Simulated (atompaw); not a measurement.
# thallium PAW (atompaw): all-electron and pseudo phase curves

atompaw 4.2.0.5 input, output lines left out:

```
Tl 81
GGA-PBESOL scalarrelativistic loggrid 2001 logderivrange -12 5 426
6 6 5 4 0 0
6 0 1.75
6 1 1.25
0 0 0
c
c
c
c
v
v
c
c
c
v
v
c
c
v
c
2
1.50 1.30 1.30 1.25
n
n
y
-0.4
n
custom polynom vanderbiltortho sinc
bessel
1.25
1.25
1.25
1.50
1.50
1.50
```

The phase is arctan(r·u′/u) with u = r·R(r), unwrapped; energies in Ry, scanned from -12 to 5 Ry. A pole is an energy at which the radial function vanishes at the test radius. The pseudo phase is shifted by a multiple of π to meet the all-electron one at the reference energy, and phase errors are pseudo minus all-electron; the curves can meet again beyond the range given. Levels narrower than the energy grid can be missing from the lists of poles.

**Question.** For each channel, where are the poles, and over which energies does the pseudopotential scatter like the atom?

**Answer.**

```tsv
channel	radius (bohr)	reference energy (Ry)	poles, all-electron	poles, pseudo	unbroken range about the reference energy with phases within 0.05 rad	phase error 1 Ry above the reference energy (rad)
s	1.50	-0.73	-8.85	-8.86	the whole range	-0.000
p	1.50	-0.19	-3.98	-3.98	the whole range	+0.000
d	1.50	-1.17	2.45	2.45	the whole range	+0.000
```

Phases in the s channel:

| E (Ry) | all-electron | pseudo |
| --- | --- | --- |
| -12.00 | 1.201 | 1.201 |
| -11.52 | 1.128 | 1.128 |
| -11.04 | 0.973 | 0.973 |
| -10.56 | 0.488 | 0.488 |
| -10.08 | -0.813 | -0.813 |
| -9.60 | -1.354 | -1.354 |
| -9.12 | -1.522 | -1.522 |
| -8.64 | -1.600 | -1.601 |
| -8.16 | -1.648 | -1.648 |
| -7.68 | -1.681 | -1.681 |
| -7.20 | -1.706 | -1.706 |
| -6.72 | -1.728 | -1.728 |
| -6.24 | -1.746 | -1.746 |
| -5.76 | -1.764 | -1.764 |
| -5.28 | -1.780 | -1.780 |
| -4.80 | -1.797 | -1.797 |
| -4.32 | -1.814 | -1.814 |
| -3.84 | -1.832 | -1.832 |
| -3.36 | -1.852 | -1.852 |
| -2.88 | -1.873 | -1.873 |
| -2.40 | -1.897 | -1.897 |
| -1.92 | -1.924 | -1.924 |
| -1.44 | -1.955 | -1.955 |
| -0.96 | -1.992 | -1.992 |
| -0.48 | -2.036 | -2.036 |
| 0.00 | -2.091 | -2.091 |
| 0.48 | -2.160 | -2.160 |
| 0.96 | -2.249 | -2.249 |
| 1.44 | -2.368 | -2.368 |
| 1.92 | -2.527 | -2.528 |
| 2.40 | -2.741 | -2.743 |
| 2.88 | -3.014 | -3.016 |
| 3.36 | -3.320 | -3.323 |
| 3.84 | -3.610 | -3.613 |
| 4.32 | -3.846 | -3.849 |
| 4.80 | -4.024 | -4.027 |
